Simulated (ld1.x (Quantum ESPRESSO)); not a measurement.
# Cutoff test, Ni (Z = 28), RRKJ

- Element: nickel
- Generator: ld1.x (Quantum ESPRESSO) 7.5
- Type: norm-conserving RRKJ (Kleinman–Bylander form)
- Functional: PBEsol
- Relativity: scalar-relativistic
- Frozen core: [Ne] 3s2
- Valence charge: 16
- Reference configuration: 3p6 3d9 4s1 4p0
- Partial waves: 3p (bound): rc 1.20 bohr; 3d (bound): rc 1.50 bohr; 4s (bound): rc 2.20 bohr
- Local potential: the s channel
- Core correction: a·sin(br)/r model core, default radius (core density twice the valence density)
- rho0: 0.001

The pseudo-atom Hamiltonian at the reference potential is diagonalised in spherical Bessel functions j_l(qr) that vanish at 20 bohr, with q² up to the cutoff. All-electron valence levels (Ry): 3p -4.8753, 4p -0.0512, 3d -0.3429, 4s -0.3302.

**Question.** How do the lowest levels (Ry) of each channel move with the cutoff, and are there ghosts?

**Answer.**

```
cutoff (Ry)     p #1     p #2     d #1    d #2     s #1    f #1  Σ f·Δε (mRy)
          8  -0.3052   0.0247   0.0632  0.1537  -0.3266  0.1119       31079.2
         12  -0.7119   0.0071   0.0632  0.1537  -0.3281  0.1119       28637.3
         18  -1.9849  -0.0154   0.0631  0.1536  -0.3291  0.1119       20998.3
         25  -3.3691  -0.0241   0.0631  0.1532  -0.3300  0.1119       12691.2
         35  -4.3755  -0.0275   0.0627  0.1502  -0.3302  0.1119        6649.1
         50  -4.7880  -0.0288  -0.1751  0.0649  -0.3302  0.1119        2034.5
         60  -4.8510  -0.0291  -0.3062  0.0644  -0.3302  0.1119         476.1
         80  -4.8747  -0.0291  -0.3419  0.0643  -0.3302  0.1119          12.2
        100  -4.8753  -0.0291  -0.3424  0.0643  -0.3302  0.1119           4.3
        120  -4.8754  -0.0291  -0.3428  0.0643  -0.3302  0.1119           0.8
        160  -4.8754  -0.0291  -0.3429  0.0643  -0.3302  0.1119           0.2
        400  -4.8754  -0.0291  -0.3429  0.0643  -0.3302  0.1119           0.0
```

Result: no extra level below or beside the all-electron valence levels (p, d, s, f tested); 10 mRy is reached at 90 Ry and 1 mRy at 120 Ry.

Its largest configuration-test error is -1775 meV.
